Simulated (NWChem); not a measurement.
CH₄Be; SMILES [CH3][BeH]

```xyz
6

Be     0.0000     0.0000    -1.0606
H      0.0000     0.0000    -2.4050
C      0.0000     0.0000     0.6189
H      0.7236     0.7312     1.0443
H      0.2715    -0.9923     1.0443
H     -0.9951     0.2610     1.0443
```
Atoms are numbered in this order, from 1.

Level: PBE-D3(BJ)/def2-SVP (NWChem); excitation at 532 nm, off resonance, unscaled harmonic frequencies. Structure relaxed at the PBE-D3(BJ)/def2-SVP level.

**Question.** Give the Raman lines with relative activities.

**Answer.** 
```tsv
wavenumber (cm⁻¹)	relative intensity
430	2.9
720	0.6
850	9.1
1183	2.2
1367	9.1
2110	59
2949	76
3036	100
```
